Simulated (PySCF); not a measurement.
## SnCl4: from structure and modes to constants

These are results of B3LYP/[Sn def2-TZVP with ECP28, Cl def2-TZVP], scalar-relativistic core potentials, density fitting, no spin–orbit coupling, PySCF, not measurements.

The singlet minimum has Td symmetry. Masses (u): Sn 119.90220, Cl 34.96885.

```xyz
5
charge 0 multiplicity 1, angstrom
Sn    0.0000    0.0000    0.0000
Cl    1.3357    1.3357    1.3357
Cl   -1.3357    1.3357   -1.3357
Cl    1.3357   -1.3357   -1.3357
Cl   -1.3357   -1.3357    1.3357
```

Harmonic wavenumbers (cm⁻¹): 93.4 (e, ×2), 123.0 (t2, ×3), 349.0 (a1, ×1), 386.8 (t2, ×3).

Task: Find the principal moments of inertia and the rotational constants. What kind of rotor is it?

Result: About the centre of mass I = 499.12, 499.12, 499.12 u Å². With B = 16.8576/I this gives 0.03377, 0.03377, 0.03377 cm⁻¹. The molecule is a spherical top.

Task: What is the harmonic zero-point energy?

Result: Half the sum of all 9 wavenumbers, 2065/2 = 1033 cm⁻¹, which is 12.4 kJ/mol (1 cm⁻¹ = 0.0119627 kJ/mol).

Task: Give the standard entropy (298.15 K, 1 bar) by its translational, rotational, vibrational and spin parts, and Cp.

Result: Sackur–Tetrode with M = 259.78 u gives 178.2; rotation with symmetry number 12 gives 105.3; vibration 86.0; spin R ln 1 = 0.0. The total is 369.5 J/(mol K), and Cp = 4 R + 66.0 = 99.2 J/(mol K).
